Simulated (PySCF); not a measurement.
**Identify the compound**

An unknown has the formula C10H10. Its calculated NMR data are:

¹H NMR (500 MHz, computed): δ 6.97 (m, 1H), 6.90 (m, 1H), 6.84 (m, 1H), 6.69 (d, 1H), 6.31 (d, 1H), 5.92 (m, 1H), 2.68 (m, 2H), 2.32 (m, 2H).

¹³C{¹H} NMR (computed): δ 129.9, 128.9, 127.4, 126.5, 122.3, 122.1, 121.9, 120.7, 31.2, 27.4.

Calculated, not measured (PySCF): KT2/pcSseg-1 with gauge-including orbitals, PBE0-D3(BJ)/def2-SVP geometry. Non-relativistic, no solvent, one averaged value for each set of equivalent atoms, a single conformation.

Referencing at the same level of theory: ¹H (σref 31.18), ¹³C (σref 183.22) against TMS.

Problem. What is the structure?

Solution. 
The formula gives 6 degrees of unsaturation (2 rings in the answer). 10 carbon signals for 10 carbons: no two carbons are equivalent. Carbon types of the structure: 2 × C, 6 × CH, 2 × CH2, which accounts for all hydrogens. δC 129.9, 128.9: substituted aromatic carbon. δC 127.4, 126.5: alkene CH; as expected for a trigonal carbon in a double bond. δC 122.3, 122.1, 121.9, 120.7: aromatic CH. δC 31.2: sp3 CH2 on an aromatic ring; saturated and bonded to C and H only. δC 27.4: allylic sp3 CH2; aliphatic region, no heteroatom directly attached. δH 6.97, 6.90, 6.84, 6.69: hydrogen on an aromatic CH; it sits in the deshielding region of the aromatic ring current. δH 6.31, 5.92: hydrogen on an alkene CH; attached to an sp2 carbon and in the plane of the double bond.

Structure: SMILES C1=Cc2ccccc2CC1.

This is the structure that produced the data.

Shifts are as computed. Against solution values, carbons near 30 ppm lie about +2 ppm off and those near 130 ppm about -5 ppm. Of 1211 compounds with measured shifts, 218 miss one by over three times the rms of a fit or turn the order of signals round; such compounds aren't used in these exercises. No couplings were computed; multiplicities are counted from neighbouring protons, with m where these are inequivalent, close in shift, in a saturated or five-membered ring or joined by F or P, and br s for small geminal =CH2 splittings.
